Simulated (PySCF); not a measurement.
PySCF input file for GeF2Cl2, SMILES [F][Ge]([F])([Cl])[Cl], KT2/pcSseg-1. The structure is a stationary point at B3LYP-D3(BJ)/def2-SVP.

```python
import numpy as np
from pyscf import gto, scf, dft
from pyscf.prop.nmr import rks as nmr

mol = gto.M(
    atom='''
    F     0.00000000   -1.37203098    1.28801068
    Ge    0.00000000    0.00000000    0.25272662
    F     0.00000000    1.37203100    1.28801065
    Cl   -1.76958156   -0.00000000   -0.91974835
    Cl    1.76958156   -0.00000000   -0.91974835
    ''',
    basis='pcSseg-1',
    charge=0,
    spin=0,
    max_memory=1600,
    verbose=3,
)
mf = dft.RKS(mol, xc='kt2')
mf.grids.level = 3
mf.conv_tol = 1e-10
mf.max_cycle = 100
mf.kernel()
n = nmr.NMR(mf)
n.verbose = 2
n.max_cycle_cphf = 60
sigma = n.kernel()
print('atom   isotropic/ppm   span/ppm')
for i, s in enumerate(sigma):
    w = np.linalg.eigvalsh((s + s.T) / 2)
    print(f'{mol.atom_symbol(i):2s}{i + 1:3d} {w.mean():14.3f} {w[2] - w[0]:11.3f}')
```

It prints:

```
converged SCF energy = -3214.8608223416
atom   isotropic/ppm   span/ppm
F   1        232.390     197.217
Ge  2       1305.968     116.904
F   3        232.390     197.217
Cl  4        765.087     427.967
Cl  5        765.087     427.967
```

The run converged.

Cost: very roughly 15 core-seconds.
